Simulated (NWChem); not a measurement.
Correlation energy of hydrogen telluride (H2Te)

SMILES: [TeH2]
```xyz
3

Te     0.0000     0.0000     0.0441
H     -1.1845     0.0000    -1.1474
H      1.1845     0.0000    -1.1474
```
Charge 0, spin multiplicity 1.

Everything below was run with NWChem. Structure: optimised with PBE/def2-SVP with def2 effective core potentials on Te, a minimum by its harmonic frequencies.

Basis set: def2-SVP. Each correlation energy counts from its own Hartree-Fock reference.

Effective core potentials replace the inner electrons of Te; spin-orbit coupling is left out. The correlated methods keep 4 core orbitals frozen. No row is a measurement; the coupled-cluster row has its own basis-set and correlation limits.

| method | correlation energy (mHa) |
|---|---|
| CCSD(T) | -155.3 |
| CCSD | ? |
| CCSD+T(CCSD) | -155.4 |
| CR-CCSD[T] | -154.9 |
| SCS-MP2 | ? |
| CR-CCSD(T) | -154.8 |
| MP2 | ? |

Question: Fill in the missing entries.

Answer: 
- CCSD, correlation energy (mHa): -151.9
- SCS-MP2, correlation energy (mHa): -131.5
- MP2, correlation energy (mHa): -131.3
